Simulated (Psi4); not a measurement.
C₃H₃, doublet, at a GFN2-xTB geometry, atoms displaced at random by about 0.08 Å a coordinate; Psi4 with B3LYP/6-31G, gradient.

Input for Psi4:
```
memory 2 GB

molecule mol {
0 2
  C     0.003665   -0.030833    0.126145
  C     0.027033   -0.049620    1.351788
  C    -0.072308   -0.134552   -1.199739
  H     0.076945    0.423696    2.393685
  H     0.982138   -0.246457   -1.877114
  H    -1.065064    0.003421   -1.734572
symmetry c1
no_reorient
no_com
}

set basis 6-31g
set reference uks

gradient('b3lyp')
print_variables()
```

Question: Predict the main parts of the log of this Psi4 run.

Answer: 
```
gradient() will perform analytic gradient computation.

   => Loading Basis Set <=

    Name: 6-31G
    Role: ORBITAL
    Keyword: BASIS

         ---------------------------------------------------------
                                   SCF
               by Justin Turney, Rob Parrish, Andy Simmonett
                          and Daniel G. A. Smith
                              UKS Reference
         ---------------------------------------------------------

  ==> Geometry <==

    Molecular point group: c1
    Full point group: C1

    Geometry (in Angstrom), charge = 0, multiplicity = 2:

       Center              X                  Y                   Z               Mass
    ------------   -----------------  -----------------  -----------------  -----------------
         C            0.003665000000    -0.030833000000     0.126145000000    12.000000000000
         C            0.027033000000    -0.049620000000     1.351788000000    12.000000000000
         C           -0.072308000000    -0.134552000000    -1.199739000000    12.000000000000
         H            0.076945000000     0.423696000000     2.393685000000     1.007825032230
         H            0.982138000000    -0.246457000000    -1.877114000000     1.007825032230
         H           -1.065064000000     0.003421000000    -1.734572000000     1.007825032230

  Running in c1 symmetry.

  Rotational constants: A =      6.71840  B =      0.32243  C =      0.31164 [cm^-1]
  Rotational constants: A = 201412.43017  B =   9666.13351  C =   9342.80348 [MHz]
  Nuclear repulsion =   52.937396400729938

  Charge       = 0
  Multiplicity = 2
  Electrons    = 21
  Nalpha       = 11
  Nbeta        = 10

  ==> Algorithm <==

  SCF Algorithm Type is DF.
  DIIS enabled.
  MOM disabled.
  Fractional occupation disabled.
  Guess Type is SAD.
  Energy threshold   = 1.00e-08
  Density threshold  = 1.00e-08
  Integral threshold = 1.00e-12

  ==> Primary Basis <==

  Basis Set: 6-31G
    Blend: 6-31G
    Number of shells: 21
    Number of basis functions: 33
    Number of Cartesian functions: 33
    Spherical Harmonics?: false
    Max angular momentum: 1

  ==> DFT Potential <==

   => LibXC <=

    Version 7.1.2
    S. Lehtola, C. Steigemann, M. J. T. Oliveira, and M. A. L. Marques,  SoftwareX 7, 1–5 (2018) (10.1016/j.softx.2017.11.002)

   => Composite Functional: B3LYP <=

    B3LYP Hyb-GGA Exchange-Correlation Functional

    P. J. Stephens, F. J. Devlin, C. F. Chabalowski, and M. J. Frisch,  J. Phys. Chem. 98, 11623 (1994) (10.1021/j100096a001)

    Deriv               =              1
    GGA                 =           TRUE
    Meta                =          FALSE

    Exchange Hybrid     =           TRUE
    MP2 Hybrid          =          FALSE

   => Exchange Functionals <=

    0.0800   Slater exchange
    0.7200         Becke 88

   => Exact (HF) Exchange <=

    0.2000               HF

   => Correlation Functionals <=

    0.1900   Vosko, Wilk & Nusair (VWN5_RPA)
    0.8100   Lee, Yang & Parr

   => LibXC Density Thresholds  <==

    XC_HYB_GGA_XC_B3LYP:  1.00E-15

   => Molecular Quadrature <=

    Radial Scheme          =       TREUTLER
    Pruning Scheme         =           NONE
    Nuclear Scheme         =       TREUTLER

    Blocking Scheme        =         OCTREE
    BS radius alpha        =              1
    Pruning alpha          =              1
    Radial Points          =             75
    Spherical Points       =            302
    Total Points           =         129142
    Total Blocks           =           1032
    Max Points             =            255
    Max Functions          =             33
    Weights Tolerance      =       1.00E-15

   => Loading Basis Set <=

    Name: (6-31G AUX)
    Role: JKFIT
    Keyword: DF_BASIS_SCF

  ==> Integral Setup <==

  SCF_SUBTYPE=INCORE selected. In-core MEM_DF algorithm will be used.
  Using in-core AOs.

  ==> MemDFJK: Density-Fitted J/K Matrices <==

    J tasked:                   Yes
    K tasked:                   Yes
    wK tasked:                   No
    Algorithm:                 Core
    Schwarz Cutoff:           1E-12
    Mask sparsity (%):       0.1837
    Fitting Condition:        1E-10

   => Auxiliary Basis Set <=

  Basis Set: (6-31G AUX)
    Blend: CC-PVDZ-JKFIT
    Number of shells: 99
    Number of basis functions: 318
    Number of Cartesian functions: 318
    Spherical Harmonics?: false
    Max angular momentum: 3

  Minimum eigenvalue in the overlap matrix is 1.2074616506E-03.
  Reciprocal condition number of the overlap matrix is 2.9423910264E-04.
    Using symmetric orthogonalization.

  ==> Pre-Iterations <==

  SCF Guess: Superposition of Atomic Densities via on-the-fly atomic UHF (no occupation information).

   -------------------------
    Irrep   Nso     Nmo
   -------------------------
     A         33      33
   -------------------------
    Total      33      33
   -------------------------

  ==> Iterations <==

                           Total Energy        Delta E     RMS |[F,P]|

   @DF-UKS iter SAD:  -115.34686871477399   -1.15347e+02   0.00000e+00
   @DF-UKS iter   1:  -115.78182101883648   -4.34952e-01   1.53533e-02 ADIIS/DIIS
   @DF-UKS iter   2:  -115.78774296149686   -5.92194e-03   1.54585e-02 ADIIS/DIIS
   @DF-UKS iter   3:  -115.94779716465591   -1.60054e-01   3.12580e-03 ADIIS/DIIS
   @DF-UKS iter   4:  -115.95290580946785   -5.10864e-03   1.23637e-03 ADIIS/DIIS
   @DF-UKS iter   5:  -115.95391957346482   -1.01376e-03   3.72166e-04 ADIIS/DIIS
   @DF-UKS iter   6:  -115.95403425867573   -1.14685e-04   1.35585e-04 ADIIS/DIIS
   @DF-UKS iter   7:  -115.95408151777171   -4.72591e-05   3.82881e-05 DIIS
   @DF-UKS iter   8:  -115.95408732789615   -5.81012e-06   1.17282e-05 DIIS
   @DF-UKS iter   9:  -115.95408806254812   -7.34652e-07   2.94185e-06 DIIS
   @DF-UKS iter  10:  -115.95408809051420   -2.79661e-08   5.62706e-07 DIIS
   @DF-UKS iter  11:  -115.95408809130333   -7.89129e-10   1.72337e-07 DIIS
[...]
    NA   [    11 ]
    NB   [    10 ]

  @DF-UKS Final Energy:  -115.95408809138263

   => Energetics <=

    Nuclear Repulsion Energy =             52.9373964007299378
    One-Electron Energy =                -259.3417211849736645
    Two-Electron Energy =                 104.3882654799972443
    DFT Exchange-Correlation Energy =     -13.9380287871361475
    Empirical Dispersion Energy =           0.0000000000000000
    VV10 Nonlocal Energy =                  0.0000000000000000
    Total Energy =                       -115.9540880913826300

  UHF NO Occupations:
  HONO-2 :    9  A 1.9980064
  HONO-1 :   10  A 1.9892010
  HONO-0 :   11  A 1.0000000
  LUNO+0 :   12  A 0.0107990
  LUNO+1 :   13  A 0.0019936
  LUNO+2 :   14  A 0.0006565
  LUNO+3 :   15  A 0.0002826

Computation Completed

Properties will be evaluated at   0.000000,   0.000000,   0.000000 [a0]

Properties computed using the SCF density matrix

 Multipole Moments:

 ------------------------------------------------------------------------------------
     Multipole            Electronic (a.u.)      Nuclear  (a.u.)        Total (a.u.)
 ------------------------------------------------------------------------------------

 L = 1.  Multiply by 2.5417464519 to convert [e a0] to [Debye]
 Dipole X            :          0.4649180           -0.4830915           -0.0181735
 Dipole Y            :          2.3134429           -2.0964055            0.2170374
 Dipole Z            :         -0.9092171            0.8525745           -0.0566425
 Magnitude           :                                                    0.2250420

 ------------------------------------------------------------------------------------

         ------------------------------------------------------------
                                   SCF GRAD
                          Rob Parrish, Justin Turney,
                       Andy Simmonett, and Alex Sokolov
         ------------------------------------------------------------

  ==> Geometry <==

    Molecular point group: c1
    Full point group: C1

    Geometry (in Angstrom), charge = 0, multiplicity = 2:

       Center              X                  Y                   Z               Mass
    ------------   -----------------  -----------------  -----------------  -----------------
         C            0.003665000000    -0.030833000000     0.126145000000    12.000000000000
         C            0.027033000000    -0.049620000000     1.351788000000    12.000000000000
         C           -0.072308000000    -0.134552000000    -1.199739000000    12.000000000000
         H            0.076945000000     0.423696000000     2.393685000000     1.007825032230
         H            0.982138000000    -0.246457000000    -1.877114000000     1.007825032230
         H           -1.065064000000     0.003421000000    -1.734572000000     1.007825032230

  Nuclear repulsion =   52.937396400729938

  ==> Basis Set <==

  Basis Set: 6-31G
    Blend: 6-31G
    Number of shells: 21
    Number of basis functions: 33
    Number of Cartesian functions: 33
    Spherical Harmonics?: false
    Max angular momentum: 1

  ==> DFJKGrad: Density-Fitted SCF Gradients <==

    Gradient:                    1
    J tasked:                  Yes
    K tasked:                  Yes
    wK tasked:                  No
    Integrals threads:           1
    Schwarz Cutoff:          1E-12
    Fitting Condition:       1E-10

   => Auxiliary Basis Set <=

  Basis Set: (6-31G AUX)
    Blend: CC-PVDZ-JKFIT
    Number of shells: 99
    Number of basis functions: 318
    Number of Cartesian functions: 318
    Spherical Harmonics?: false
    Max angular momentum: 3

  ==> DFT Potential <==

   => LibXC <=

    Version 7.1.2
    S. Lehtola, C. Steigemann, M. J. T. Oliveira, and M. A. L. Marques,  SoftwareX 7, 1–5 (2018) (10.1016/j.softx.2017.11.002)

   => Composite Functional: B3LYP <=

    B3LYP Hyb-GGA Exchange-Correlation Functional

    P. J. Stephens, F. J. Devlin, C. F. Chabalowski, and M. J. Frisch,  J. Phys. Chem. 98, 11623 (1994) (10.1021/j100096a001)

    Deriv               =              1
    GGA                 =           TRUE
    Meta                =          FALSE

    Exchange Hybrid     =           TRUE
    MP2 Hybrid          =          FALSE

   => Exchange Functionals <=

    0.0800   Slater exchange
    0.7200         Becke 88

   => Exact (HF) Exchange <=

    0.2000               HF

   => Correlation Functionals <=

    0.1900   Vosko, Wilk & Nusair (VWN5_RPA)
    0.8100   Lee, Yang & Parr

   => LibXC Density Thresholds  <==

    XC_HYB_GGA_XC_B3LYP:  1.00E-15

   => Molecular Quadrature <=

    Radial Scheme          =       TREUTLER
    Pruning Scheme         =           NONE
    Nuclear Scheme         =       TREUTLER

    Blocking Scheme        =         OCTREE
    BS radius alpha        =              1
    Pruning alpha          =              1
    Radial Points          =             75
    Spherical Points       =            302
    Total Points           =         129142
    Total Blocks           =           1032
    Max Points             =            255
    Max Functions          =             33
    Weights Tolerance      =       1.00E-15

  -Total Gradient:
     Atom            X                  Y                   Z
    ------   -----------------  -----------------  -----------------
       1        0.000594893596     0.004950780704     0.002557136297
       2       -0.003715675844    -0.029198557733    -0.078297134534
       3       -0.032644005877    -0.000283670527     0.077932190436
       4        0.001714219951     0.024253403424     0.042107233373
       5        0.063348000878    -0.005494586017    -0.035390125150
       6       -0.029298132526     0.005772063782    -0.008910371645

  Variable Map:
  ----------------------------------------------------------------------------
[...]
  Array Variable Map:
  ----------------------------------------------------------------------------
[...]
[...]
```
